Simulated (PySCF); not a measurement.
# EPR parameters of C3H4FN2S

Species: C3H4FN2S (doublet state).
Structure used (GFN2-xTB), in Å, numbered top down from 1:
```xyz
11
C3H4FN2S angstrom
F     -1.6533    1.3911   -0.0057
C     -1.5347    0.0289   -0.0743
C     -0.1047   -0.3822   -0.0558
N      0.2556   -1.6045   -0.1843
S      1.9184   -1.7061   -0.1072
N      2.2334   -0.1533    0.0961
C      1.0279    0.6022    0.1220
H     -2.0251   -0.2997   -0.9979
H     -2.0710   -0.3893    0.7865
H      0.9331    1.1542    1.0696
H      1.0259    1.3613   -0.6750
```

The hyperfine couplings belong to this conformer and change with its torsions.

Identity: `FCC1=NS[N]C1` [radical].

The calculation used UKS B3LYP, pcH-1 on C F H N S, non-relativistic, mean-field spin-orbit, GIAO in PySCF 2.14.0. Isolated species at its GFN2-xTB geometry (one conformer only). The geometry wasn't refined by DFT: couplings that depend on bond lengths, twists or pyramidal angles can differ widely from those at the functional's own minimum. No stability test was run, so a lower SCF solution isn't excluded.

* g1, g2, g3: 2.00151, 2.00198, 2.00994
* g_iso: 2.00448
* Form of g: close to axial: the two nearest values differ by 6 % of g3 − g1
* ⟨S²⟩: 0.7574 (exact 0.7500)
* α and β electrons: 31, 30
* Total energy: -724.19776 Eh

Hyperfine couplings atom by atom, in 10⁻⁴ cm⁻¹; T1 to T3 are the principal values of the dipolar part (1 × 10⁻⁴ cm⁻¹ = 2.998 MHz):

```json
{"atom": "F1", "isotope": "19F", "a_iso": "-0.5", "of which spin–orbit": "0.0", "T1": "-0.4", "T2": "-0.1", "T3": "0.5", "Mulliken spin population": "0.00"}
{"atom": "C2", "isotope": "13C", "a_iso": "-1.7", "of which spin–orbit": "0.0", "T1": "-0.1", "T2": "0.0", "T3": "0.2", "Mulliken spin population": "-0.01"}
{"atom": "C3", "isotope": "13C", "a_iso": "4.0", "of which spin–orbit": "0.0", "T1": "-4.0", "T2": "-3.0", "T3": "7.0", "Mulliken spin population": "0.12"}
{"atom": "N4", "isotope": "14N", "a_iso": "-1.3", "of which spin–orbit": "0.0", "T1": "-1.6", "T2": "0.7", "T3": "0.9", "Mulliken spin population": "-0.07"}
{"atom": "S5", "isotope": "33S", "a_iso": "1.8", "of which spin–orbit": "-0.2", "T1": "-10.3", "T2": "-9.1", "T3": "19.4", "Mulliken spin population": "0.26"}
{"atom": "N6", "isotope": "14N", "a_iso": "9.4", "of which spin–orbit": "0.1", "T1": "-10.7", "T2": "-10.5", "T3": "21.2", "Mulliken spin population": "0.62"}
{"atom": "C7", "isotope": "13C", "a_iso": "-11.4", "of which spin–orbit": "0.0", "T1": "-1.0", "T2": "0.0", "T3": "1.0", "Mulliken spin population": "-0.07"}
{"atom": "H8", "isotope": "1H", "a_iso": "3.9", "of which spin–orbit": "0.0", "T1": "-0.4", "T2": "-0.4", "T3": "0.8", "Mulliken spin population": "0.00"}
{"atom": "H9", "isotope": "1H", "a_iso": "4.5", "of which spin–orbit": "0.0", "T1": "-0.4", "T2": "-0.4", "T3": "0.8", "Mulliken spin population": "0.01"}
{"atom": "H10", "isotope": "1H", "a_iso": "51.6", "of which spin–orbit": "0.0", "T1": "-1.6", "T2": "-1.0", "T3": "2.6", "Mulliken spin population": "0.07"}
{"atom": "H11", "isotope": "1H", "a_iso": "51.8", "of which spin–orbit": "0.0", "T1": "-1.6", "T2": "-1.0", "T3": "2.6", "Mulliken spin population": "0.07"}
```

The largest Mulliken spin populations are on N6 (+0.62), S5 (+0.26), C3 (+0.12) and C7 (-0.07). The positive populations add up to 1.15 and the negative ones to -0.15, together 2S = 1.

Axes: g1 points within 13° of the C3–N4 bond and g3 points within 7° of the N4–S5 bond.

Under fast tumbling the dipolar parts average out, and these isotropic splittings remain: 2 × 1H (H10/H11, I = 1/2, 3 lines) with 5.52 mT, 1 × 14N (N6, I = 1, 3 lines) with 1.00 mT, 2 × 1H (H8/H9, I = 1/2, 3 lines) with 0.45 mT, 1 × 14N (N4, I = 1, 3 lines) with 0.13 mT and 1 × 19F (F1, I = 1/2, 2 lines) with 0.06 mT.

Class means assume fast exchange of nuclei equivalent by connectivity; if that motion is slow, each nucleus keeps its own coupling.

The 13C coupling of C7 (-34.3 MHz) shows only in satellite lines or after enrichment, since that isotope makes up about 1.07 % of natural carbon.

The 33S coupling of S5 (5.5 MHz) shows only in satellite lines or after enrichment, since that isotope makes up about 0.76 % of natural sulfur.

β density exceeds α density at some nuclei, such as C7 (-0.0305), N4 (-0.0117) and C2 (-0.0046), spin density in bohr⁻³. In a single determinant that takes different orbitals for the two spins, that is spin polarisation.
